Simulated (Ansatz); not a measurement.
A made-up structure of BNH4Se, singlet:

```xyz
7
angstrom
N -0.9634 0.5992 -0.4400
B 0.0304 -0.0178 0.3093
Se 1.5061 -0.9418 -0.5820
H -1.7319 1.0802 -0.0064
H -0.9932 0.6139 -1.4452
H -0.0097 0.0120 1.5006
H 0.3306 -0.8799 -0.3901
```

It is relaxed with PBE-D4/def2-SVP and then PBE0-D4/def2-TZVP (Ansatz 0.2.0). Atoms count as bonded within 1.22 times the sum of their covalent radii (H–H: 0.88 Å). The end point is not checked to be a true minimum.

Problem. Does its bonding change? (A judgement: the text doesn't fix the answer.)

Solution. The calculation gives: Yes. Formed: none; broken: B2–H7.

Where it ends: The first stage lowers the energy by 3.99 eV in 15 steps. It ends as BNH₄Se ([NH2][BH][SeH]):
| atom | x (Å) | y (Å) | z (Å) |
| --- | --- | --- | --- |
| N1 | -1.0465 | 0.6417 | -0.3258 |
| B2 | -0.0224 | 0.1555 | 0.4755 |
| Se3 | 1.2760 | -1.1870 | -0.0825 |
| H4 | -1.6945 | 1.3357 | 0.0046 |
| H5 | -1.2145 | 0.3458 | -1.2718 |
| H6 | 0.1116 | 0.5581 | 1.5914 |
| H7 | 0.7592 | -1.3839 | -1.4453 |

Labels in which every atom is bracketed show which atoms are joined, not bond orders.

For scale, one of the runs: PBE0-D4/def2-TZVP relaxation, 134 basis functions, launched by `ansatz run in.yaml --threads 2 --pin off --events-out ev --progress --plain --max-ram 4352MiB`. The run took about 14 s on 2 CPU threads of an AMD EPYC 7R32 (shared host).
